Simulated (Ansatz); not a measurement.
BrH6N3Si (`N[Si](N)(N)Br`), relaxed with RKS PBE0-D4/def2-TZVP in Ansatz 0.2.0 from a GFN2-xTB geometry. The force threshold is 0.005 eV/Å; the program also tests the step.

Charge 0, multiplicity 1.

Start:

```xyz
11

N     0.440    1.605   -0.178
Si   -0.252    0.038   -0.096
N     0.748   -0.959   -1.066
N    -0.511   -0.843    1.353
Br   -2.336    0.389   -0.827
H    -0.093    2.418    0.076
H     1.419    1.736    0.003
H     0.526   -1.937   -1.140
H     1.064   -0.601   -1.951
H     0.265   -1.235    1.854
H    -1.269   -0.610    1.971
```

By how much does the energy fall, and how many steps does the optimiser take? (Estimate.)

Ansatz gave: 2.10 kJ/mol, in 6 steps.

Which bonds change most? (An estimate is asked.)

Computed: Si2–N3 from 1.713 to 1.697 Å; Si2–Br5 from 2.236 to 2.249 Å; N1–Si2 from 1.715 to 1.704 Å; Si2–N4 from 1.715 to 1.704 Å.

Give the relaxed structure. (Estimate.)

Computed: 
```xyz
11

N     0.451    1.583   -0.173
Si   -0.262    0.037   -0.104
N     0.716   -0.950   -1.078
N    -0.491   -0.841    1.338
Br   -2.371    0.442   -0.770
H    -0.096    2.409   -0.003
H     1.422    1.710    0.064
H     0.551   -1.943   -1.109
H     1.075   -0.596   -1.949
H     0.299   -1.178    1.864
H    -1.295   -0.673    1.920
```
